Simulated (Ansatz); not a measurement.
Steps of a relaxation of CH5AlBClGe, SMILES `C[B]1[GeH2][Al]1[Cl]` with RKS PBE-D4/def2-SVP.

```sh
$ ansatz run in.yaml --threads 4 --pin off --events-out ev --progress --plain --max-ram 10444MiB
```

```yaml
crystal:
  periodic: [false, false, false]
  atoms:
    - {symbol: C, position_ang: [-1.204300, -1.473700, 0.202200]}
    - {symbol: B, position_ang: [-0.199300, -0.280900, -0.067300]}
    - {symbol: Ge, position_ang: [1.553800, 0.621900, 0.442400]}
    - {symbol: Al, position_ang: [0.301000, 1.687400, -0.972400]}
    - {symbol: Cl, position_ang: [-0.337000, 3.425800, -2.203800]}
    - {symbol: H, position_ang: [-0.723500, -2.380500, 0.306900]}
    - {symbol: H, position_ang: [-1.797900, -1.202000, 1.117900]}
    - {symbol: H, position_ang: [-1.910200, -1.472000, -0.677900]}
    - {symbol: H, position_ang: [1.591300, 1.157600, 1.958500]}
    - {symbol: H, position_ang: [2.809400, -0.134700, -0.103700]}
basis:
  gaussian: {orbitals: def2-SVP}
hamiltonian: {xc: pbe, dispersion: d4}
relax: {f_tol: 0.03, max_steps: 200}
```

Positions (Å) and forces (eV/Å) along the path, 14 of 28 steps:

```xyz
10
step=1 energy=-77397.0998 eV
C    -1.204   -1.474    0.202   -1.098    3.606   -1.171
B    -0.199   -0.281   -0.067   -1.513    0.008   -0.605
Ge    1.554    0.622    0.442    2.872   -0.740    2.857
Al    0.301    1.687   -0.972   -2.792    1.727   -2.680
Cl   -0.337    3.426   -2.204    0.420   -0.831    0.647
H    -0.724   -2.381    0.307    1.237   -2.800    0.580
H    -1.798   -1.202    1.118    0.207   -0.204   -0.217
H    -1.910   -1.472   -0.678    0.172   -0.297    0.630
H     1.591    1.158    1.958    0.314   -0.411   -0.355
H     2.809   -0.135   -0.104    0.180   -0.058    0.314
10
step=2 energy=-77397.9184 eV
C    -1.199   -1.425    0.162   -0.278    1.095   -0.823
B    -0.271   -0.195   -0.139   -0.798   -0.505   -0.106
Ge    1.577    0.631    0.473    1.115    0.095    0.829
Al    0.153    1.696   -1.061   -0.576    0.590   -0.618
Cl   -0.377    3.429   -2.229    0.085   -0.307    0.188
H    -0.670   -2.360    0.336    0.291   -0.578    0.264
H    -1.780   -1.159    1.079    0.078   -0.057    0.049
H    -1.953   -1.541   -0.661    0.197   -0.125    0.356
H     1.735    1.030    2.000    0.008   -0.182   -0.245
H     2.868   -0.157    0.044   -0.121   -0.028    0.106
10
step=3 energy=-77398.0267 eV
C    -1.191   -1.397    0.131    0.085   -0.186   -0.347
B    -0.306   -0.162   -0.194   -0.123   -0.158    0.141
Ge    1.612    0.656    0.477    0.119   -0.027    0.085
Al    0.102    1.739   -1.077    0.015   -0.026   -0.036
Cl   -0.419    3.451   -2.221   -0.037    0.078   -0.051
H    -0.620   -2.308    0.443   -0.158    0.243   -0.063
H    -1.793   -1.090    1.022    0.006    0.043    0.024
H    -1.929   -1.652   -0.673    0.198    0.038    0.280
H     1.778    0.937    2.008   -0.033   -0.016    0.000
H     2.851   -0.225    0.087   -0.073    0.012   -0.032
10
step=4 energy=-77398.0360 eV
C    -1.179   -1.393    0.125    0.037   -0.118   -0.127
B    -0.308   -0.155   -0.190    0.002   -0.038    0.025
Ge    1.611    0.657    0.487   -0.036    0.030    0.026
Al    0.104    1.742   -1.087    0.024   -0.023    0.007
Cl   -0.426    3.459   -2.230   -0.011    0.019   -0.006
H    -0.608   -2.292    0.452   -0.055    0.094   -0.017
H    -1.780   -1.077    1.015    0.001    0.039    0.033
H    -1.916   -1.663   -0.662    0.051    0.014    0.075
H     1.761    0.912    2.025    0.019   -0.005   -0.011
H     2.825   -0.241    0.068   -0.031   -0.012   -0.005
10
step=7 energy=-77398.0789 eV
C    -1.138   -1.397    0.089   -0.249    0.282    0.437
B    -0.273   -0.175   -0.237    0.265    0.078   -0.089
Ge    1.527    0.734    0.602   -0.168    0.082    0.049
Al    0.153    1.709   -1.165    0.183   -0.026   -0.020
Cl   -0.448    3.471   -2.216   -0.006   -0.095    0.088
H    -0.586   -2.249    0.523    0.139   -0.160    0.075
H    -1.726   -0.978    0.959    0.031   -0.128   -0.125
H    -1.871   -1.738   -0.655   -0.132   -0.071   -0.254
H     1.869    0.836    2.134    0.030   -0.051   -0.110
H     2.578   -0.264   -0.030   -0.092    0.089   -0.051
10
step=10 energy=-77398.3302 eV
C    -1.118   -1.362    0.121   -0.127    0.061   -0.026
B    -0.103   -0.231   -0.201    0.038    0.265    0.101
Ge    1.400    0.878    0.790    0.085   -0.180    0.221
Al    0.323    1.624   -1.214   -0.016   -0.149   -0.061
Cl   -0.454    3.349   -2.208    0.048   -0.082    0.020
H    -0.624   -2.211    0.639    0.009   -0.047    0.010
H    -1.820   -0.925    0.879    0.085   -0.074   -0.132
H    -1.727   -1.747   -0.728    0.117    0.046    0.076
H     2.044    0.644    2.224   -0.019    0.006   -0.200
H     2.162   -0.070   -0.300   -0.221    0.155   -0.008
10
step=15 energy=-77398.7815 eV
C    -1.000   -1.348    0.157   -0.200   -0.024   -0.005
B    -0.131   -0.056   -0.038    0.511   -0.088   -0.148
Ge    1.384    1.041    0.893    0.136   -0.008    0.080
Al    0.242    1.673   -1.146   -0.126    0.077   -0.175
Cl   -0.204    3.375   -2.345    0.009   -0.016    0.060
H    -0.478   -2.158    0.713   -0.009    0.077   -0.037
H    -1.881   -1.049    0.775    0.053   -0.098   -0.103
H    -1.398   -1.769   -0.796    0.076    0.065    0.168
H     2.232    0.482    2.120   -0.020   -0.001   -0.001
H     1.315   -0.242   -0.330   -0.431    0.017    0.161
10
step=16 energy=-77398.7669 eV rejected
C    -0.981   -1.337    0.165   -0.183    0.050   -0.041
B    -0.080   -0.060   -0.056   -1.066    0.249    0.181
Ge    1.434    1.070    0.857   -0.001    0.095    0.084
Al    0.224    1.665   -1.182   -0.119    0.019   -0.181
Cl   -0.187    3.420   -2.312   -0.008   -0.020    0.081
H    -0.460   -2.130    0.741   -0.008    0.020    0.008
H    -1.895   -1.057    0.737    0.073   -0.020   -0.047
H    -1.337   -1.783   -0.791    0.061    0.021    0.077
H     2.217    0.466    2.104    0.023   -0.049    0.025
H     1.148   -0.305   -0.260    1.228   -0.365   -0.186
10
step=18 energy=-77398.8446 eV
C    -0.989   -1.323    0.161   -0.054    0.013   -0.013
B    -0.067   -0.067   -0.075   -0.018    0.002    0.000
Ge    1.447    1.081    0.824    0.063   -0.058    0.069
Al    0.236    1.635   -1.243   -0.032    0.004   -0.035
Cl   -0.263    3.448   -2.240   -0.004   -0.038    0.048
H    -0.492   -2.099    0.782   -0.018    0.024   -0.005
H    -1.911   -1.012    0.701    0.025    0.004   -0.038
H    -1.322   -1.801   -0.786    0.030    0.003    0.037
H     2.185    0.454    2.101   -0.046    0.043   -0.077
H     1.257   -0.368   -0.221    0.054    0.004    0.013
10
step=23 energy=-77398.8633 eV
C    -0.998   -1.301    0.163   -0.031   -0.018    0.010
B    -0.034   -0.083   -0.091    0.023   -0.003    0.010
Ge    1.524    1.057    0.758   -0.008   -0.013    0.005
Al    0.224    1.620   -1.256    0.003    0.001   -0.009
Cl   -0.379    3.485   -2.078    0.001   -0.009    0.009
H    -0.648   -1.946    0.998   -0.011    0.026   -0.022
H    -2.013   -0.932    0.427    0.039   -0.013   -0.019
H    -1.115   -1.943   -0.737    0.008    0.014    0.031
H     2.239    0.425    2.036   -0.003   -0.003   -0.012
H     1.283   -0.431   -0.219   -0.021    0.018   -0.001
10
step=24 energy=-77398.8643 eV
C    -0.999   -1.299    0.166   -0.014   -0.010   -0.002
B    -0.035   -0.081   -0.088    0.026    0.007   -0.006
Ge    1.530    1.054    0.754   -0.006   -0.015    0.001
Al    0.224    1.620   -1.255   -0.011    0.002   -0.002
Cl   -0.387    3.489   -2.061   -0.001    0.009   -0.004
H    -0.670   -1.921    1.026   -0.004    0.010   -0.006
H    -2.025   -0.933    0.387    0.016   -0.006   -0.007
H    -1.082   -1.963   -0.722    0.004    0.007    0.019
H     2.248    0.412    2.023    0.003   -0.001    0.002
H     1.280   -0.429   -0.226   -0.012   -0.001    0.006
10
step=25 energy=-77398.8647 eV
C    -1.000   -1.297    0.167   -0.030   -0.030   -0.004
B    -0.036   -0.080   -0.089    0.016    0.007   -0.007
Ge    1.536    1.047    0.747    0.000    0.007    0.002
Al    0.219    1.626   -1.252   -0.003   -0.007    0.001
Cl   -0.396    3.498   -2.045    0.000    0.006   -0.001
H    -0.694   -1.889    1.057   -0.015    0.020   -0.031
H    -2.036   -0.933    0.341    0.037   -0.021   -0.004
H    -1.045   -1.989   -0.702   -0.001    0.024    0.041
H     2.259    0.399    2.011    0.002   -0.003    0.003
H     1.276   -0.433   -0.232   -0.006   -0.003    0.000
10
step=26 energy=-77398.8617 eV rejected
C    -1.006   -1.295    0.162    0.197    0.097    0.023
B    -0.029   -0.082   -0.105   -0.166   -0.134    0.065
Ge    1.527    1.050    0.754    0.057   -0.046   -0.001
Al    0.218    1.625   -1.253    0.014    0.085   -0.049
Cl   -0.390    3.504   -2.037   -0.001   -0.015    0.004
H    -0.681   -1.864    1.058   -0.036   -0.054    0.020
H    -2.042   -0.943    0.342   -0.016    0.048   -0.005
H    -1.049   -2.003   -0.691    0.001   -0.029   -0.042
H     2.259    0.397    2.016   -0.044    0.016   -0.038
H     1.277   -0.440   -0.242   -0.006    0.030    0.022
10
step=28 energy=-77398.8648 eV
C    -1.000   -1.297    0.167   -0.001   -0.007   -0.001
B    -0.035   -0.081   -0.093    0.001    0.004    0.006
Ge    1.534    1.047    0.747    0.006   -0.003   -0.002
Al    0.218    1.626   -1.252    0.001    0.001   -0.001
Cl   -0.395    3.501   -2.042    0.000   -0.001    0.001
H    -0.695   -1.883    1.060   -0.005    0.002   -0.006
H    -2.036   -0.935    0.338    0.010   -0.003   -0.003
H    -1.043   -1.993   -0.697    0.000    0.004    0.008
H     2.258    0.396    2.010   -0.005    0.002   -0.003
H     1.276   -0.433   -0.234   -0.006    0.000    0.001
```

Run time 75 s (4 threads of an Arm Neoverse N1 on a shared host); peak host memory 0.2 GiB.
